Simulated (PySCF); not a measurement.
TbSi: frontier orbitals

B2PLYP at R = 2.686 Å; Tb x2c-SVPall, Si x2c-SVPall; spin-free X2C with a Gaussian nucleus (PySCF 2.14). State: decet, about 8.0 electrons in the 4f shell (Mulliken), real f orbitals that mix terms. Only the outer orbitals are listed, counted within each symmetry.

| spin | orbital | occ. | ε (eV) | on Tb (%) | main shells (%) |
| --- | --- | --- | --- | --- | --- |
| α | 16σ | 1 | -14.21 | 13 | 86 Si s |
| α | 17σ | 1 | -6.86 | 30 | 62 Si p, 16 Tb s, 12 Tb d |
| α | 9π | 1 | -6.23 | 27 | 72 Si p, 21 Tb d |
| α | 9π | 1 | -6.23 | 27 | 72 Si p, 21 Tb d |
| α | 18σ | 1 | -5.38 | 98 | 60 Tb s, 36 Tb d |
| α | 4δ | 0 | -0.85 | 100 | 100 Tb d |
| α | 4δ | 0 | -0.75 | 100 | 100 Tb d |
| α | 19σ | 0 | -0.45 | 86 | 42 Tb d, 24 Tb p, 20 Tb s |
| β | 3δ | 1 | -12.21 | 100 | 100 Tb f |
| β | 15σ | 1 | -11.16 | 13 | 87 Si s |
| β | 16σ | 1 | -4.98 | 81 | 75 Tb s, 15 Si p |
| β | 8π | 0 | -1.13 | 48 | 51 Si p, 42 Tb d |
| β | 8π | 0 | -1.13 | 48 | 51 Si p, 42 Tb d |
| β | 17σ | 0 | -1.07 | 50 | 48 Si p, 24 Tb d, 19 Tb s |

Q: Which are the highest filled and the lowest empty level, where do they sit, and how wide is the gap?

A: Highest filled β 16σ at -4.98 eV (in %: 75 Tb s, 15 Si p); lowest empty β 8π at -1.13 eV (in %: 51 Si p, 42 Tb d); the gap at B2PLYP is 3.85 eV.

- bond order (Mayer): 1.69
- ⟨S²⟩: 24.869
- charge on Tb (Mulliken, basis-dependent): 0.12
- charge on Tb (Löwdin, basis-dependent): -0.06
- dipole moment (positive dipole means Tb(−)Si(+)): -2.99 D

Correlated steps freeze 23 core orbitals. Spin–orbit coupling is left out. B2PLYP dipoles, levels and charges come from its SCF part alone. With d or f electrons several states lie close, and the lowest PBE0 determinant need not be the measured ground state.
